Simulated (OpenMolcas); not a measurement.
Pd4+ among 6 point charges of -1 e arranged as a tetragonal octahedron (D4h). The axial distance is 0.87 times the equatorial one, R.

| Item | Value |
| --- | --- |
| Program | OpenMolcas 26.06 |
| Method | SS-CASPT2, IPEA 0.25 Eh, imaginary shift 0.1 Eh (closed shells correlated: 4s 4p) |
| Basis | ANO-RCC-VTZP [7s6p4d2f1g] |
| Scalar Hamiltonian | DKH2, point nucleus |
| Active space | 6 electrons in 5 orbitals (4d) |
| State averaging | 2S+1 = 5 even, 5 roots; 2S+1 = 3 even, 45 roots; 2S+1 = 1 even, 50 roots |
| Spin-orbit coupling | RASSI with atomic mean-field integrals over the reference wave functions |

All point charges move together. At R = 1.75 Å the first state of the same spin is 2670 cm-1, and at R = 1.92 Å it is 2190 cm-1.

Task: A third run gives 2550 cm-1. What distance was it run at?

Result: With a power law R^-n the two known points give n = -ln(2190 / 2670) / ln(1.92 / 1.75) = 2.14. Then R = 1.75 × (2670 / 2550)^(1/2.14) = 1.788 Å. The run was at 1.84 Å, so the estimate is off by -0.052 Å.

Roots that are degenerate in the reference are averaged as groups; the widest CASPT2 spread within a group is 460 cm-1 (the 2-fold group of multiplicity 1 near 32600 cm-1 above the lowest state of its run, R = 1.84). Shifts and gaps below about the spread of the groups concerned are not significant. Point charges give a weaker field than real ligands, and real ions of this kind are as a rule low spin; the high spin found here belongs to the model. Free-ion shares, where given, are those of the reference states; single-state CASPT2 does not remix them. Point charges carry no covalency, so the field is a model and not that of real ligands. No measured value stands beside these numbers.
